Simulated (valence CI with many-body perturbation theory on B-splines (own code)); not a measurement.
# E1 transitions of Hg⁴⁸⁺

Level of theory: relativistic CI+MBPT: four valence electrons over a frozen Dirac-Fock core [Ar] 3d10, radial functions for each j: 11 s, 11 p, 9 d, 7 f, 5 g, 2 h, 1 i, with the one-electron correlation potential Σ1, the two-electron term Σ2, the three-electron term Σ3, Breit, model QED; selected CI, second order for the rest (own B-spline code, finite nucleus).

No measured spectrum was set against this ion. As an estimate, large intervals hold to a few tenths of a per cent, small ones and those within an open d or f shell to about a per cent.

Lines 101 to 150 of 242 in falling wavelength, among levels below 47.657 Ry, chosen from the strongest by gf and those to the six lowest levels. Wavelengths and rates use the calculated energies. Electric multipoles are in the length gauge, E1 and E2 with the static RPA response of the core. Weak lines are less certain than strong ones. Lines between different terms over intervals too small for the method are left out, as are lines whose strength nearly cancels. The highest levels of a list are the least certain.

Levels are named by their leading jj configuration (3d3/2^4 stands for four electrons in 3d with j = 3/2), which in mixed levels can hold well under half, so a name can repeat and another be missing. Letters in brackets count levels of one name in rising energy.

| λ vac (nm) | Upper | Lower | A (s⁻¹) | log gf | Branch % |
| --- | --- | --- | --- | --- | --- |
| 5.753 | (4s^2 4p1/2 4f5/2) J=2 | (4s^2 4p1/2 4d3/2) J=1 | 1.02e+11 | -0.60 | 42.7 |
| 5.748 | (4s 4p1/2 4p3/2 4d5/2) J=1 [c] | (4s 4p1/2 4p3/2^2) J=1 [a] | 4.56e+11 | -0.17 | 45.2 |
| 5.733 | (4s^2 4p3/2 4d5/2) J=1 | (4s^2 4p3/2^2) J=0 | 4.58e+11 | -0.17 | 75.2 |
| 5.728 | (4s 4p1/2 4p3/2 4d5/2) J=3 [d] | (4s 4p1/2 4p3/2^2) J=2 [b] | 6.38e+11 | 0.34 | 41.8 |
| 5.720 | (4s 4p1/2 4p3/2 4d5/2) J=3 [a] | (4s 4p1/2 4p3/2^2) J=2 [a] | 2.03e+11 | -0.16 | 36.6 |
| 5.719 | (4s 4p1/2 4p3/2 4d5/2) J=0 | (4s 4p1/2 4p3/2^2) J=1 [a] | 2.59e+11 | -0.90 | 24.3 |
| 5.714 | (4s 4p1/2 4p3/2 4d5/2) J=2 [c] | (4s 4p1/2 4p3/2^2) J=1 [a] | 2.74e+11 | -0.17 | 22.1 |
| 5.711 | (4s 4p1/2 4p3/2 4d5/2) J=1 [b] | (4s 4p1/2 4p3/2^2) J=0 | 3.11e+11 | -0.34 | 40.5 |
| 5.703 | (4s 4p1/2 4p3/2 4d5/2) J=2 [d] | (4s 4p1/2 4p3/2^2) J=1 [b] | 5.77e+11 | 0.15 | 30.3 |
| 5.702 | (4s 4p1/2 4p3/2 4d3/2) J=4 | (4s^2 4p1/2 4d5/2) J=3 | 6.35e+10 | -0.56 | 83.4 |
| 5.660 | (4s 4p1/2 4p3/2 4d5/2) J=2 [d] | (4s 4p1/2 4p3/2^2) J=2 [b] | 1.15e+11 | -0.56 | 6.0 |
| 5.602 | (4s 4p1/2 4p3/2 4d5/2) J=2 [d] | (4s 4p1/2 4p3/2^2) J=1 [a] | 2.26e+11 | -0.27 | 11.9 |
| 5.600 | (4s 4p1/2 4p3/2 4d5/2) J=1 [a] | (4s 4p1/2 4p3/2^2) J=2 [a] | 5.67e+10 | -1.10 | 5.8 |
| 5.596 | (4s 4p1/2 4p3/2 4d5/2) J=3 [c] | (4s 4p1/2 4p3/2^2) J=3 | 2.28e+10 | -1.13 | 1.6 |
| 5.580 | (4s 4p1/2 4p3/2 4d5/2) J=3 [b] | (4s 4p1/2 4p3/2^2) J=2 [a] | 2.92e+11 | -0.02 | 33.8 |
| 5.572 | (4s 4p1/2^2 4d5/2) J=2 | (4s 4p1/2^2 4p3/2) J=2 | 7.85e+10 | -0.74 | 22.0 |
| 5.570 | (4s 4p1/2 4p3/2 4d5/2) J=4 [c] | (4s 4p1/2 4p3/2^2) J=3 | 5.06e+11 | 0.33 | 48.1 |
| 5.545 | (4s^2 4p3/2 4d5/2) J=3 | (4s^2 4p3/2^2) J=2 | 9.87e+11 | 0.50 | 97.4 |
| 5.540 | (4s 4p1/2 4p3/2 4d5/2) J=1 [c] | (4s 4p1/2 4p3/2^2) J=0 | 5.34e+10 | -1.13 | 5.3 |
| 5.471 | (4s^2 4p3/2 4d5/2) J=1 | (4s^2 4p3/2^2) J=2 | 1.31e+11 | -0.75 | 21.5 |
| 5.413 | (4s 4p1/2 4p3/2 4d3/2) J=3 [b] | (4s^2 4p1/2 4d5/2) J=2 | 4.64e+10 | -0.85 | 2.5 |
| 5.401 | (4s^2 4p1/2 4f5/2) J=3 | (4s^2 4p1/2 4d3/2) J=2 | 1.54e+11 | -0.33 | 93.7 |
| 5.374 | (4s 4p1/2 4p3/2 4d5/2) J=3 [c] | (4s 4p1/2 4p3/2^2) J=2 [a] | 5.21e+11 | 0.20 | 36.9 |
| 5.366 | (4s 4p1/2 4p3/2 4d5/2) J=2 [c] | (4s 4p1/2 4p3/2^2) J=3 | 5.09e+10 | -0.96 | 4.1 |
| 5.327 | (4s 4p1/2 4p3/2 4d5/2) J=3 [d] | (4s 4p1/2 4p3/2^2) J=3 | 1.16e+11 | -0.46 | 7.6 |
| 5.267 | (4s 4p1/2 4p3/2 4d5/2) J=2 [d] | (4s 4p1/2 4p3/2^2) J=3 | 4.15e+10 | -1.06 | 2.2 |
| 5.189 | (4s 4p1/2 4p3/2 4d5/2) J=1 [c] | (4s 4p1/2 4p3/2^2) J=2 [a] | 6.47e+10 | -1.11 | 6.4 |
| 5.071 | (4s 4p1/2 4p3/2 4d5/2) J=2 [d] | (4s 4p1/2 4p3/2^2) J=2 [a] | 7.44e+10 | -0.84 | 3.9 |
| 5.044 | (4s 4p1/2 4p3/2 4d3/2) J=2 [a] | (4s^2 4p1/2 4d3/2) J=2 | 2.98e+10 | -1.25 | 11.8 |
| 5.044 | (4s 4p1/2 4p3/2^2) J=2 [a] | (4s^2 4p1/2 4p3/2) J=2 | 1.60e+10 | -1.52 | 3.5 |
| 5.038 | (4s 4p1/2 4p3/2 4d5/2) J=2 [a] | (4s^2 4p1/2 4d5/2) J=2 | 2.18e+11 | -0.38 | 45.5 |
| 4.947 | (4s 4p1/2 4p3/2^2) J=2 [a] | (4s^2 4p1/2 4p3/2) J=1 | 4.42e+11 | -0.09 | 96.0 |
| 4.931 | (4s 4p1/2 4p3/2 4d5/2) J=3 [a] | (4s^2 4p1/2 4d5/2) J=3 | 9.26e+10 | -0.63 | 16.7 |
| 4.905 | (4s 4p1/2 4p3/2 4d5/2) J=3 [a] | (4s^2 4p1/2 4d5/2) J=2 | 2.03e+10 | -1.29 | 3.7 |
| 4.863 | (4s 4p1/2 4p3/2^2) J=3 | (4s^2 4p1/2 4p3/2) J=2 | 2.91e+11 | -0.14 | 94.3 |
| 4.826 | (4s 4p1/2 4p3/2 4d5/2) J=3 [b] | (4s^2 4p1/2 4d5/2) J=3 | 1.73e+11 | -0.37 | 20.0 |
| 4.817 | (4s 4p1/2 4p3/2 4d5/2) J=1 [a] | (4s^2 4p1/2 4d5/2) J=2 | 5.00e+10 | -1.28 | 5.1 |
| 4.802 | (4s 4p1/2 4p3/2 4d5/2) J=3 [b] | (4s^2 4p1/2 4d5/2) J=2 | 7.20e+10 | -0.76 | 8.3 |
| 4.794 | (4s 4p1/2 4p3/2 4d5/2) J=2 [b] | (4s^2 4p1/2 4d5/2) J=3 | 1.96e+11 | -0.47 | 28.5 |
| 4.787 | (4s 4p1/2 4p3/2 4d5/2) J=4 [b] | (4s^2 4p1/2 4d5/2) J=3 | 1.54e+11 | -0.32 | 39.8 |
| 4.773 | (4p1/2^2 4p3/2^2) J=2 | (4s 4p1/2^2 4p3/2) J=1 | 5.88e+11 | 0.00 | 54.4 |
| 4.770 | (4s 4p1/2 4p3/2 4d5/2) J=2 [b] | (4s^2 4p1/2 4d5/2) J=2 | 3.11e+10 | -1.28 | 4.5 |
| 4.698 | (4s 4p1/2 4p3/2 4d3/2) J=1 [d] | (4s^2 4p1/2 4d3/2) J=1 | 4.37e+11 | -0.36 | 16.9 |
| 4.682 | (4s 4p3/2^3) J=2 | (4s^2 4p3/2^2) J=2 | 1.21e+12 | 0.30 | 99.6 |
| 4.669 | (4s 4p1/2 4p3/2 4d3/2) J=2 [b] | (4s^2 4p1/2 4d3/2) J=2 | 6.02e+11 | -0.01 | 62.1 |
| 4.665 | (4s 4p1/2 4p3/2^2) J=0 | (4s^2 4p1/2 4p3/2) J=1 | 4.75e+11 | -0.81 | 100.0 |
| 4.654 | (4s 4p1/2 4p3/2 4d5/2) J=4 [c] | (4s^2 4p1/2 4d5/2) J=3 | 5.21e+11 | 0.18 | 49.5 |
| 4.649 | (4s 4p1/2 4p3/2 4d5/2) J=3 [c] | (4s^2 4p1/2 4d5/2) J=2 | 8.12e+11 | 0.27 | 57.5 |
| 4.629 | (4p1/2^2 4p3/2^2) J=0 | (4s 4p1/2^2 4p3/2) J=1 | 8.67e+11 | -0.55 | 89.2 |
| 4.622 | (4s 4p1/2 4p3/2 4d5/2) J=1 [b] | (4s^2 4p1/2 4d5/2) J=2 | 2.59e+11 | -0.60 | 33.8 |
